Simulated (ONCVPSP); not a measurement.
# gold: variants of one ONCV potential

Base potential:

```
Element                 : Au
Generator               : ONCVPSP 4.0.1
Type                    : optimised norm-conserving Vanderbilt (ONCV)
Functional              : PBE
Relativity              : scalar-relativistic
Frozen core             : [Kr] 4d10 4f14 5s2
Valence charge          : 17
Reference configuration : 5p6 5d9 6s2
Partial waves           : 6s: rc 2.35 bohr, ncon 3, nbas 8, qcut 2.8 1/bohr, 2 projectors, debl 3 Ha; 5p: rc 1.40 bohr, ncon 4, nbas 7, qcut 10.9 1/bohr, 3 projectors, debl 1.7 Ha; 5d: rc 1.65 bohr, ncon 3, nbas 7, qcut 10.9 1/bohr, 1 projector
Local potential         : polynomial inside 1.10 bohr (lpopt 3, dvloc0 4 Ha)
Core correction         : Teter function, fcfact 3.25, rcfact 1.75
```

In the p channel the program set the typed energies aside and used -2.298, 0.250, 1.950 Ha.

All-electron outer shells of the reference configuration (PBE, scalar-relativistic, ld1.x):

| shell | level (eV) | outermost node (bohr) | outermost maximum (bohr) |
| --- | --- | --- | --- |
| 4f | -84.16 | – | 0.37 |
| 5p | -62.53 | 0.52 | 0.96 |
| 5d | -8.95 | 0.56 | 1.20 |
| 6s | -6.66 | 1.11 | 2.27 |

Cutoffs, loose and tight: the cutoffs (Ha) at which the residual kinetic energy of the hardest occupied pseudo-wave falls to 1 and 0.1 mHa per electron. They do not see the model core or the augmentation charge, which bear on the density cutoff. Test errors are all-electron minus pseudo excitation energies from the reference, over the configurations 5p6 5d10 6s1; 5p6 5d10 6s0; 5p6 5d9 6s0; 5p6 5d9 6s1 6p1. A dash means not determined; rows that change the core or the reference have their own tests.

A true bound ghost makes a file unfit for plane-wave use even where its test errors are small: the radial tests pick states by their node count and pass the ghost by.

```csv
change,outcome,"cutoff, loose","cutoff, tight",bound ghosts,GHOST(+) flags above zero,largest test error (meV)
base,"generated, projector energies reset by the program",38 Ha,45 Ha,s,s,-61
s: qcut 1.8; p: qcut 7; d: qcut 7,"generated, projector energies reset by the program",30 Ha,71 Ha,s,p,+43
s: qcut 2.1; p: qcut 8.2; d: qcut 8.2,"generated, projector energies reset by the program",28 Ha,46 Ha,s,none,-48
s: qcut 2.3; p: qcut 8.8; d: qcut 8.8,"generated, projector energies reset by the program",31 Ha,40 Ha,s,none,-52
s: qcut 2.5; p: qcut 9.8; d: qcut 9.8,"generated, projector energies reset by the program",35 Ha,41 Ha,s,s,-56
p: qcut 10.8; d: qcut 10.8,"generated, projector energies reset by the program",38 Ha,45 Ha,s,s,-61
s: qcut 3.1; p: qcut 12; d: qcut 12,"generated, projector energies reset by the program",44 Ha,52 Ha,s,none,-70
s: qcut 3.3; p: qcut 12.7; d: qcut 12.7,"generated, projector energies reset by the program",50 Ha,59 Ha,s,none,-82
s: qcut 3.6; p: qcut 14; d: qcut 14,"failed: ERROR pspot: first pseudo wave function has node, program will stop",–,–,–,–,–
s: qcut 3.9; p: qcut 15.1; d: qcut 15.1,"failed: ERROR pspot: first pseudo wave function has node, program will stop",–,–,–,–,–
s: qcut 4.1; p: qcut 16; d: qcut 16,"failed: ERROR pspot: first pseudo wave function has node, program will stop",–,–,–,–,–
```
